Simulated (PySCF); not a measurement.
# Sn⁺ (tin, charge +1) across methods

[Kr] 4d10 5s1 5p2, high-spin 4P determinant (an excited configuration). Calculation: PySCF 2.14, in ANO-RCC-VTZP (7s6p4d2f1g, 68 functions); scalar relativity by spin-free X2C-1e.

```json
{"method": "M06-L", "E (hartree)": "-6175.69", "mean ε 4d β (eV)": "-35.469", "mean ε 5s α (eV)": "-19.294", "mean ε 5p α (eV)": "-11.483", "Σ⟨r²⟩ (bohr²)": "47.42", "⟨S²⟩": "3.752"}
{"method": "PBEsol", "E (hartree)": "-6172.52", "mean ε 4d β (eV)": "-34.699", "mean ε 5s α (eV)": "-19.565", "mean ε 5p α (eV)": "-11.770", "Σ⟨r²⟩ (bohr²)": "47.44", "⟨S²⟩": "3.751"}
{"method": "r2SCAN", "E (hartree)": "-6175.82", "mean ε 4d β (eV)": "-35.431", "mean ε 5s α (eV)": "-20.037", "mean ε 5p α (eV)": "-12.085", "Σ⟨r²⟩ (bohr²)": "47.31", "⟨S²⟩": "3.753"}
{"method": "PBE", "E (hartree)": "-6175.38", "mean ε 4d β (eV)": "-34.750", "mean ε 5s α (eV)": "-19.494", "mean ε 5p α (eV)": "-11.750", "Σ⟨r²⟩ (bohr²)": "47.58", "⟨S²⟩": "3.751"}
{"method": "BLYP", "E (hartree)": "-6176.00", "mean ε 4d β (eV)": "-34.550", "mean ε 5s α (eV)": "-19.260", "mean ε 5p α (eV)": "-11.462", "Σ⟨r²⟩ (bohr²)": "47.64", "⟨S²⟩": "3.751"}
{"method": "LDA", "E (hartree)": "-6169.76", "mean ε 4d β (eV)": "-34.865", "mean ε 5s α (eV)": "-19.735", "mean ε 5p α (eV)": "-11.835", "Σ⟨r²⟩ (bohr²)": "47.44", "⟨S²⟩": "3.751"}
{"method": "UHF", "E (hartree)": "-6173.14408", "mean ε 4d β (eV)": "-44.614", "mean ε 5s α (eV)": "-24.810", "mean ε 5p α (eV)": "-15.464", "Σ⟨r²⟩ (bohr²)": "47.97", "⟨S²⟩": "3.753"}
```

**Question.** Estimate the same row for PBE0.

**Answer.** E (hartree) = -6175.47; mean ε 4d β (eV) = -37.510; mean ε 5s α (eV) = -21.002; mean ε 5p α (eV) = -12.804; Σ⟨r²⟩ (bohr²) = 47.48; ⟨S²⟩ = 3.751.
